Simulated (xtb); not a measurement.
B(F)(Br)(NH2) (BBrFH2N), SMILES NB(F)Br. All values are semi-empirical tight-binding results from xtb (GFN2-xTB unless named), good for trends rather than for accurate numbers. Geometry optimised at GFN2-xTB. Other conformers were not sampled.

Optimised geometry:

```xyz
6

B     -0.0647    -0.9143     0.0000
F     -1.2620    -1.4825     0.0000
Br     0.0323     0.9669     0.0000
N      1.0723    -1.6991     0.0000
H      2.0072    -1.3289     0.0000
H      1.0379    -2.7042     0.0000
```

Computed properties:
* **point group as xtb finds it**: Cs
* **orbital gap**: 5.75 eV
* **zero-point energy**: 20.9 kcal/mol
* **G − E(el) at 298.15 K (modified RRHO)**: 2.9 kcal/mol
* **static polarisability (D4 model)**: 45.7 bohr³
* **solvation energy, GFN2-xTB/ALPB(water)**: -5.2 kcal/mol
* **solvation energy, GFN2-xTB/ALPB(chcl3)**: -5.3 kcal/mol

Q: Give the atomic charges and the Wiberg bond orders between heavy atoms. (An estimate is asked for; the answer gives what the named calculation found.)

A: charges (e) B1 0.48, F2 -0.29, Br3 -0.22, N4 -0.35, H5 0.19, H6 0.19. Bond orders B1–F2 1.03, B1–Br3 1.00, B1–N4 1.36.
